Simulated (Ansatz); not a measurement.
`BO[SiH2]C` + H–F → `BO[SiH2]F` + CH₄ at 600 K and 1 bar (ligand exchange at the Si–C bond).

Calculated with Ansatz (gas phase, PBE0-D4/def2-TZVP geometries, no zero-point term in ΔE). CCSD(T)/CBS is the MP2 limit (def2-TZVPP, def2-QZVPP) plus CCSD(T) − MP2 in def2-TZVPP, frozen cores. This one scheme is used for every species. One conformer a species, not always the lowest.

```
    species  CCSD(T)/CBS energy (Eh)  H − E (kJ/mol)  S (J/(mol·K))
`BO[SiH2]C`               -431.39483           268.9          420.5
        H–F               -100.39570            42.3          194.0
`BO[SiH2]F`               -491.38453           170.3          386.0
        CH₄                -40.46206           140.4          215.7
```

H − E and S are ideal-gas, rigid-rotor, harmonic terms from PBE0-D4/def2-TZVP, for one conformer and one mirror image of each species. 1 Eh = 2625.50 kJ/mol, R = 8.31446 J/(mol·K).

Q: By hand: ΔE, ΔH, ΔS and ΔG.

A: ΔE = (-491.38453) + (-40.46206) − (-431.39483) − (-100.39570) = -0.05606 Eh = -147.2 kJ/mol. Δ(H − E) = 170.3 + 140.4 − 268.9 − 42.3 = -0.5, so ΔH = -147.7 kJ/mol. ΔS = 386.0 + 215.7 − 420.5 − 194.0 = -12.8 J/(mol·K). ΔG = -147.7 − 600 × (-12.8)/1000 = -140.0 kJ/mol.

Q: By hand: the equilibrium constant, and the temperature at which ΔG would vanish if ΔH and ΔS stayed fixed.

A: log₁₀ K = −ΔG/(RT ln 10) = 12.2. ΔG = 0 at ΔH/ΔS = 11539 K, far beyond where these terms or the molecules hold.

The number of gas molecules stays the same, so ΔS is small and ΔH decides. A doubt of 5 kJ/mol in ΔE shifts log₁₀ K by 0.4 here. Other conformers and mirror images would add mixing entropy, several J/(mol·K) or more a flexible species. Modes under 60 cm⁻¹, often nearly free rotors, make the harmonic entropy too high. These are equilibria of isolated gas molecules and say nothing of rates. Largest T1 diagnostic: 0.013 (customary marks: 0.02 for closed shells, 0.045 for open ones).
